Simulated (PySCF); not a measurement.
Geometry:
| atom | x (Å) | y (Å) | z (Å) |
| --- | --- | --- | --- |
| C1 | 2.644 | 0.108 | -0.454 |
| C2 | 1.692 | -0.644 | 0.478 |
| C3 | 0.285 | -0.143 | 0.355 |
| C4 | -0.331 | 0.543 | 1.320 |
| C5 | -1.686 | 1.029 | 1.148 |
| C6 | -2.451 | 0.562 | 0.163 |
| C7 | -1.929 | -0.495 | -0.766 |
| C8 | -0.421 | -0.352 | -0.961 |
| H9 | 2.609 | 1.175 | -0.246 |
| H10 | 2.371 | -0.050 | -1.495 |
| H11 | 3.665 | -0.239 | -0.310 |
| H12 | 1.721 | -1.710 | 0.233 |
| H13 | 2.030 | -0.526 | 1.509 |
| H14 | 0.164 | 0.750 | 2.258 |
| H15 | -2.056 | 1.761 | 1.851 |
| H16 | -3.476 | 0.878 | 0.041 |
| H17 | -2.437 | -0.441 | -1.730 |
| H18 | -2.154 | -1.477 | -0.330 |
| H19 | -0.026 | -1.234 | -1.469 |
| H20 | -0.218 | 0.516 | -1.600 |

Theory: PBE0/pcSseg-1 with gauge-including orbitals, structure optimised with GFN2-xTB, in PySCF 2.14.0 with density-fitted response routines (no relativistic terms, one averaged value for each set of equivalent atoms, gas phase, a single conformation).

δ = σ(ref) − σ, references computed at the same level: 13C (σ = 186.93 ppm) vs TMS.

Question: Do the 13C shifts follow the atomic charges (in e)? Tabulate both.

Answer: 
| atoms | hybridisation | δ (ppm) | σ para (ppm) | Hirshfeld | IAO | Mulliken | ESP-fitted |
| --- | --- | --- | --- | --- | --- | --- | --- |
| C3 | sp2 | 149.6 | -225 | +0.02 | +0.02 | -0.36 | -0.02 |
| C5 | sp2 | 132.8 | -199 | -0.06 | -0.17 | -0.08 | -0.28 |
| C6 | sp2 | 130.7 | -200 | -0.05 | -0.15 | -0.17 | -0.10 |
| C4 | sp2 | 125.8 | -191 | -0.07 | -0.19 | -0.02 | -0.13 |
| C2 | sp3 | 37.7 | -96 | -0.07 | -0.25 | -0.14 | -0.10 |
| C8 | sp3 | 29.8 | -90 | -0.07 | -0.26 | -0.13 | -0.08 |
| C7 | sp3 | 26.5 | -86 | -0.07 | -0.26 | -0.15 | -0.17 |
| C1 | sp3 | 15.2 | -75 | -0.12 | -0.42 | -0.28 | -0.02 |

Correlation coefficients of δ with charge over these carbons: Hirshfeld +0.68, IAO +0.84, Mulliken +0.01, ESP-fitted -0.20; with the paramagnetic shielding -1.00. Among the 4 sp2 carbons alone: Hirshfeld +0.97, IAO +0.98, Mulliken -0.94, ESP-fitted +0.53. With so few points, grouped by hybridisation, these coefficients are fragile. Charge is one influence among several: hybridisation and low-lying excitations act through the paramagnetic term.

Shifts are as computed. Against solution values, carbons near 30 ppm lie about +3 ppm off and those near 130 ppm about +5 ppm (rms about the fit 2.1 ppm; single classes can miss by 10 ppm). Of 1328 compounds with measured shifts, 309 miss one by over three times the rms of a fit or turn the order of signals round; such compounds aren't used in these exercises. Signals without a measured value on file couldn't be tested in this way; 1H shifts scatter by 0.2 ppm about their fit, and single ones miss by 0.5 ppm.
